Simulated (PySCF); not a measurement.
H₃O₃Pt, SMILES [OH][Pt]([OH])[OH] (connectivity only; charge and spin as stated), neutral, multiplicity 4.

Geometry: PBE-D3(BJ)/def2-SVP. The spin state was assumed, not searched. The def2 effective core potentials stand for the cores of Pt; spin–orbit coupling is left out. One conformer was computed; it need not be the lowest.

Calculation: PBE-D3(BJ)/def2-SVP (PySCF 2.14.0).

Frequencies are harmonic and unscaled.

```csv
mode,ν (cm⁻¹),IR (km/mol),moving atoms (share of kinetic energy)
1,146,1.2,"O 80 %, H 14 %"
2,149,28.1,"O 52 %, H 33 %, Pt 16 %"
3,190,2.5,"O 76 %, Pt 13 %, H 11 %"
4,281,40.2,"H 89 %, O 11 %"
5,320,144.2,"H 63 %, O 35 %"
6,377,31.0,"H 89 %, O 11 %"
7,460,15.4,O 90 %
8,603,3.0,O 96 %
9,636,72.9,"O 82 %, Pt 14 %"
10,714,277.4,"H 92 %, O 8 %"
11,749,87.7,H 94 %
12,758,16.0,"H 90 %, O 10 %"
13,3599,68.4,H 94 %
14,3680,163.7,H 94 %
15,3684,113.6,H 94 %
```
